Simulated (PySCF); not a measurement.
Sn(GeH3)(H)3 (GeH6Sn), SMILES [GeH3][SnH3]. Geometry optimised at PBE0-D3(BJ)/def2-TZVP. The def2 effective core potentials stand for the cores of Sn; spin–orbit coupling is left out.

Problem. Give the equilibrium geometry at PBE0-D3(BJ)/def2-TZVP (PySCF confirms it by a frequency run) as Cartesian coordinates in Å, and its point group. (Estimate from the structure and the level; the computed values follow.)

Solution. point group C3v.
```xyz
8

Sn     0.0000     0.0000    -1.0300
Ge     0.0000     0.0000     1.5648
H      1.3852     0.7997    -1.6268
H     -1.3852     0.7997    -1.6268
H      0.0000    -1.5995    -1.6268
H      1.2476    -0.7203     2.1017
H     -1.2476    -0.7203     2.1017
H      0.0000     1.4406     2.1017
```
